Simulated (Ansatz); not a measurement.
Reactions of `FC[SiH2][SiH3]`.

Computed with Ansatz on PBE0-D4/def2-TZVP structures; ΔE is electronic, products minus reactants. CCSD(T)/CBS is the MP2 limit (def2-TZVPP, def2-QZVPP) plus CCSD(T) − MP2 in def2-TZVPP, frozen cores. This one scheme is used for every species. One conformer a species, not always the lowest.

**Question.** Order these by ΔE at CCSD(T)/CBS, lowest first. (Estimate.)
A. `FC[SiH2][SiH3]` + `C=CC(C)CC` → `C[SiH]([SiH3])CF` + `C=CCCC`
B. `FC[SiH2][SiH3]` + `[NH2][AlH2]` → `[AlH2][NH][SiH2][SiH3]` + `CF`
C. `FC[SiH2][SiH3]` + `O=C(O)O` → `O=C(O)O[SiH2][SiH3]` + `CF`

**Answer.** C (-102.8 kJ/mol), B (-70.9 kJ/mol), A (-36.7 kJ/mol).

Largest T1 diagnostic: 0.015, for `O=C(O)O[SiH2][SiH3]`.
